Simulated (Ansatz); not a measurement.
# Abstraction of H: C2H7InO + C2H6GaO → C2H6InO + C2H7GaO

Species: C2H7InO `C[CH2][InH][OH]`, singlet; C2H6GaO `C[O][Ga][CH3]`, doublet; C2H6InO `C[CH2][In][OH]`, doublet; C2H7GaO `C[O][GaH][CH3]`, singlet. A radical takes H: the energy is the difference in strength between the In–H bond broken and the Ga–H bond made.

Shapes, held fixed at every level: PBE0-D4/def2-TZVP. Flexible molecules stand in one conformer, not always the lowest. Programs: Ansatz 0.2.0. The zero-point and thermal change to 298 K, harmonic and unscaled (PBE0-D4/def2-TZVP), is +0.9 kJ/mol.

```tsv
level	kind	ΔH(298 K) (kJ/mol)	less CCSD(T)/def2-TZVPP
HF/def2-SVP	Hartree–Fock	-49.7	+4.5
SPW92/def2-TZVPP	LDA	-55.6	-1.4
PBE-D4/def2-TZVPP	GGA	-56.6	-2.4
B3LYP-D4/def2-TZVPP	global hybrid	-61.1	-6.9
BHLYP-D4/def2-TZVPP	global hybrid	-59.1	-4.9
wB97X-V/def2-TZVPP	range-separated hybrid	-50.9	+3.3
CCSD(T)/def2-TZVPP	coupled cluster or CI	-54.2	0.0
```

The highest level, CCSD(T)/def2-TZVPP, gives ΔH(298 K) = -54.2 kJ/mol; the levels span -61.1 to -49.7. The column of differences is taken from that level and isn't an error. No measured value is set beside it here. Open shells run unrestricted. For atoms past krypton def2 sets carry core potentials with scalar relativity. Relativity is left out for Ga. Outer-core shells of Ga, In are correlated, in sets that cover them unevenly.
